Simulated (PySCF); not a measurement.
## Electronic structure of O²⁺ (oxygen, charge +2) at the UHF level

Configuration: [He] 2s2 2p2, high-spin 3P determinant. Calculation: PySCF 2.14, in def2-TZVPPD (6s4p3d1f, 40 functions); the non-relativistic Hamiltonian (point nucleus).

```json
{
 "Total energy": "-73.103126 hartree",
 "One-electron energy": "-92.6252 hartree",
 "Hartree (Coulomb) energy": "26.8615 hartree",
 "Exchange energy": "-7.3394 hartree",
 "Kinetic energy": "73.12805 hartree",
 "⟨S²⟩": "2.0047",
 "⟨L²⟩": "2.008",
 "Sum of ⟨r⟩": "4.436 bohr",
 "Sum of ⟨r²⟩": "5.050 bohr²",
 "Traceless quadrupole moment −½Σ⟨3z² − r²⟩ along its main axis": "0.480 e·bohr²",
 "Density at the nucleus (Gaussians lack the cusp)": "307 bohr⁻³",
 "Spin density at the nucleus": "0.0507 bohr⁻³",
 "Langevin diamagnetic susceptibility": "-4.00 ×10⁻⁶ cm³/mol"
}
```

```tsv
shell	electrons	mean orbital energy (hartree)	rms radius, mean of both spins (bohr)
1s α	1	-22.31172	0.230
1s β	1	-22.20471	0.230
2s α	1	-2.67256	1.13
2s β	1	-2.29147	1.13
2p α	2	-2.05028	1.09
```

Spin-orbit constants ζ (cm⁻¹) from the X2C one-electron operator on these orbitals (non-relativistic here): bare nucleus, nucleus screened by l(l+1)(2l+1)/3 electrons, and screened by the Breit-Pauli mean field of the electrons.

```
shell   bare  screened nucleus  mean field
   2p  338.4             253.8       221.6
```

To first order the Landé constant is A = 110.8 cm⁻¹, so the lowest level has J = 0 and lies 0.0275 eV below the centre of the term. This holds in LS coupling only.
